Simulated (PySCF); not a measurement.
Species: InEt2(NMe2), C6H16InN.
Structure used (PBE0-D3(BJ)/def2-SVP), in Å, numbered top down from 1:
```
atom  x, y, z in Å
In1    0.3389    0.5495   -0.0201
C2     2.4748    0.1772   -0.2103
C3     3.1013   -0.4169    1.0475
H4     2.9691    1.1215   -0.4875
H5     2.6028   -0.5052   -1.0668
H6     4.1784   -0.6194    0.9124
H7     3.0122    0.2576    1.9145
H8     2.6306   -1.3708    1.3341
C9    -0.9321    2.3052    0.1693
C10   -1.7979    2.5707   -1.0584
H11   -0.2957    3.1742    0.3981
H12   -1.5625    2.1391    1.0589
H13   -2.4537    3.4473   -0.9152
H14   -1.1931    2.7696   -1.9579
H15   -2.4522    1.7166   -1.2962
N16   -0.7462   -1.1957   -0.0013
C17   -2.1643   -1.2430    0.2051
C18   -0.1615   -2.4930   -0.1766
H19   -2.7031   -1.7063   -0.6501
H20   -2.5812   -0.2326    0.3431
H21   -2.4434   -1.8363    1.1031
H22    0.9242   -2.4209   -0.3504
H23   -0.3085   -3.1501    0.7077
H24   -0.5945   -3.0388   -1.0430
```

Computed, not measured: TDDFT CAM-B3LYP/def2-SVPD, vertical, gas phase, core orbitals frozen in the response, def2 core potentials past Kr (PySCF). Spin–orbit coupling is left out.

Transition dipole moments from the ground state, in atomic units and in the frame of the coordinates above (overall signs are arbitrary), for the states with f of 0.002 or more among the lowest 9:

| state | E (eV) | μx | μy | μz |
| --- | --- | --- | --- | --- |
| S1 | 4.422 | -0.540 | -0.876 | 0.028 |
| S2 | 4.654 | -0.074 | 0.005 | -0.258 |
| S4 | 5.696 | 0.096 | -0.067 | 0.063 |
| S5 | 5.767 | -0.062 | 0.067 | 0.523 |
| S6 | 5.836 | 0.973 | -0.595 | 0.073 |
| S8 | 6.183 | 0.065 | -0.032 | 0.108 |
| S9 | 6.504 | -0.303 | -0.502 | 0.003 |

Task: What oscillator strength does each state have?

Result: f = (2/3) ΔE |μ|² with ΔE in hartree (27.2114 eV).

```tsv
state	|μ|² (au)	|μ| (D)	f
S1	1.060	2.62	0.115
S2	0.072	0.68	0.008
S4	0.018	0.34	0.002
S5	0.282	1.35	0.040
S6	1.306	2.90	0.187
S8	0.017	0.33	0.003
S9	0.344	1.49	0.055
```

Task: Which bond between heavy atoms lies closest to the direction of the S6 transition dipole?

Result: In1–C2 and In1–C9, at 23° from it; next N16–C17 and N16–C18 at 35°.

Task: What angle do the transition dipoles of S1 and S6 make?

Result: |cos θ| = |μa·μb| / (|μa| |μb|) = 0.00, so θ ≈ 90° (taken between 0 and 90°, since the signs are arbitrary).

Task: How is the summed strength of these states shared among x, y and z?

Result: (2/3) Σ ΔE μα² gives 0.185 for x, 0.175 for y and 0.049 for z, 0.410 in all.

Task: What peak molar absorption coefficient would the strongest computed level give as a lone Gaussian band 0.3 eV wide at half height?

Result: ε(max) = 2.175×10⁸ f / FWHM, with the width in cm⁻¹. S6: 2.175×10⁸ × 0.1867 / 2420 ≈ 17000 L mol⁻¹ cm⁻¹.

One conformer stands for the species.
